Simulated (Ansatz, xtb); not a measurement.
# Relative energy of two isomers of C4H2ClFO

We compare I, `O=C1C=C(Cl)[C@@H]1F`, a singlet, with II, `O=C1C(Cl)=C[C@@H]1F`, a singlet. Both are isolated molecules in the gas phase, relaxed with PBE-D3(BJ)/def2-SVP.

Q: Which of the two would you expect CCSD(T)/def2-SVP + ΔMP2/def2-TZVPP electronic energies to favour?

A: Too close to call at this level: CCSD(T)/def2-SVP + ΔMP2/def2-TZVPP gives E(II) − E(I) = +0.15 kcal/mol.

How the difference moves with the method:

```
                             level             geometry  E(II) − E(I) (kcal/mol)  departure from the last row (kcal/mol)  job, with rough time for the two
                          GFN2-xTB             GFN2-xTB                     +2.11                                   +1.95              optimisation, 0.19 s
                         HF/STO-3G             GFN2-xTB                     −1.15                                   −1.30              single point, 0.56 s
                r2SCAN-D4/def2-SVP             GFN2-xTB                     +0.53                                   +0.38               single point, 3.7 s
               PBE-D3(BJ)/def2-SVP  PBE-D3(BJ)/def2-SVP                     +0.77                                   +0.62                optimisation, 35 s
                       HF/def2-SVP  PBE-D3(BJ)/def2-SVP                     +0.62                                   +0.47           part of the CCSD(T) run
                      MP2/def2-SVP  PBE-D3(BJ)/def2-SVP                     +0.68                                   +0.53           part of the CCSD(T) run
                  CCSD(T)/def2-SVP  PBE-D3(BJ)/def2-SVP                     +0.35                                   +0.20                      single point
CCSD(T)/def2-SVP + ΔMP2/def2-TZVPP  PBE-D3(BJ)/def2-SVP                     +0.15                                                        single point, 50 s
```

As drawn, both hold the same kinds of bond in the same numbers.

The largest departure from CCSD(T)/def2-SVP + ΔMP2/def2-TZVPP is that of GFN2-xTB, 1.95 kcal/mol. The last row adds to CCSD(T) the change of the MP2 difference between the two basis sets, here −0.20 kcal/mol.

With thermal terms from frequencies at re-optimised GFN2-xTB minima (ideal gas, soft modes damped towards free rotors, one conformer each, 298.15 K, 1 atm): on the last row, ΔE + ΔZPE = +0.04, ΔH = +0.08, ΔG = −0.02 kcal/mol.

The correlated steps freeze 11 core orbitals. Programs: Ansatz 0.2.0, xtb 6.7.1; the last row on 2 threads of Intel(R) Xeon(R) Processor @ 2.70GHz on a shared host.
